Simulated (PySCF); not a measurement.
Al²⁺ (aluminium, charge +2) across methods

[Ne] 3s1, 2S determinant. Calculation: PySCF 2.14, in aug-cc-pCVQZ-DK (10s9p7d5f3g, 134 functions); scalar relativity by spin-free X2C-1e.

```
 method  E (hartree)  mean ε 2p α (eV)  mean ε 2p β (eV)  mean ε 3s α (eV)  Σ⟨r²⟩ (bohr²)   ⟨S²⟩
    PBE    -241.7636           -90.288           -90.037           -24.478          9.219  0.750
    LDA    -240.8377           -90.398           -90.167           -24.584          9.187  0.750
   MN15    -241.9218           -95.751           -95.651           -25.624          9.383  0.750
    UHF   -241.46524           -107.98           -107.69           -28.111          9.332  0.750
   PBE0    -241.7856           -95.013           -94.759           -25.497          9.225  0.750
 r2SCAN    -241.8739           -91.983           -91.774           -24.672          9.231  0.750
wB97X-V    -241.8605           -97.014           -96.819           -27.683          9.276  0.750
  B97-3    -241.8714           -95.368           -95.174           -25.479          9.184  0.750
```
